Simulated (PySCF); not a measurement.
CH5BrOSi, SMILES C[SiH](O)Br.

Geometry optimised at PBE-D3(BJ)/def2-SVP. This is a generated structure with no PubChem entry under its InChIKey; it may be hypothetical. Other conformers were not sampled.

These are HF/def2-TZVP (PySCF) values and carry that method's errors.

The molecule is in vacuum.

### Question
Estimate the frontier levels, gap, dipole moment and polarisability. (The exact figures need the calculation; the answer reports its results.)

### Answer

| Item | Value |
|---|---|
| highest occupied level | -11.22 eV |
| lowest empty level | 3.28 eV |
| orbital gap | 14.50 eV |
| dipole moment | 2.25 D |
| quadrupole, principal values (traceless, Buckingham form, about the centre of nuclear charge) | -7.49, 1.52, 5.97 D·Å |
| mean static polarisability | 55.9 bohr³ (8.28 Å³) |
| polarisability, principal values | 49.9, 52.4, 65.4 bohr³ |
